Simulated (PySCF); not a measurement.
B3LYP has the VWN-RPA correlation part, as in Gaussian. Excitations are Tamm–Dancoff values on a coarser integration grid. The basis has no diffuse functions, so Rydberg states are missing or too high.

Species: C3H9Al, SMILES `[Al]([CH3])([CH3])[CH3]` (charge 0, multiplicity 1).

Q: Predict the dipole moment, S1 excitation (TDA) and HOMO–LUMO gap from B3LYP-D3(BJ)/def2-TZVP // M06-2X/def2-TZVP in PySCF.

A: 
dipole moment: 0.000 e·Å
S1 excitation (TDA): 5.55 eV
HOMO–LUMO gap: 6.74 eV
